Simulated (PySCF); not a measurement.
hydrogen, H₂, SMILES [H][H], point group D∞h.

Level: B3LYP/pcSseg-2 in PySCF (density fitting, grid level 2); geometry and Hessian at that level, cubic constants and property derivatives from steps of ±0.6 along each species' dimensionless normal coordinates, second-order vibrational perturbation theory. The parent has the commonest isotopes.

Equilibrium geometry (Å):

```
atom        x        y        z
  H1   0.3766  -0.0120  -0.0108
  H2  -0.3655   0.0171  -0.0458
```

An isotope shift is δ(isotopologue) − δ(parent), that is, the negative of the change in the averaged GIAO shielding; n counts bonds from the nearest label (0: the labelled atom itself). These are computed values; those of heavy atoms are rounded to 5 ppb, about the numerical noise.

(1) What isotope shifts arise with ²H at 1?

(2) What isotope shifts arise with ²H at 1, ²H at 2?

## Answers

(1) 
```tsv
nucleus	n	0 K (ppb)	298.15 K (ppb)
H1	0	-46	-46
H2	1	-46	-46
```

(2) 
```csv
nucleus,n,0 K (ppb),298.15 K (ppb)
H1,0,-100,-100
H2,0,-100,-100
```
